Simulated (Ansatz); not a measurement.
Pb₂O₃. Total charge 0; singlet. Geometry PBE-D4/def2-SVP, basis def2-TZVP, Ansatz.

```xyz
5

Pb   -1.690   -0.440   -0.744
Pb    0.988    0.445    1.559
O     1.395    0.163   -0.587
O     0.374   -0.175   -1.465
O    -1.067    0.007    1.238
```

```tsv
run	HOMO (eV)	LUMO (eV)
A	-5.02	-3.00
B	-6.87	-1.41
C	-4.83	-2.60
D	-5.73	-2.05
```

In the def2 sets Pb takes a core potential; there is no spin–orbit coupling. The structure holds 1 bond(s) between oxygen atoms. Another isomer (singlet) lies 0.21 eV lower at PBE0-D4/def2-TZVP; other spin states weren't run for this one.

Question: The runs used BHLYP, LDA (SPW92), PBE0, r2SCAN. Estimate which is which.

Answer: A LDA (SPW92) (0 % exact exchange); B BHLYP (50 % exact exchange); C r2SCAN (0 % exact exchange); D PBE0 (25 % exact exchange). Exact exchange lowers occupied and raises empty levels; among semilocal functionals meta-GGAs tend to open the gap a little, and such runs are hard to tell apart. The gap grows from 2.01 eV (LDA (SPW92)) to 5.46 eV (BHLYP).
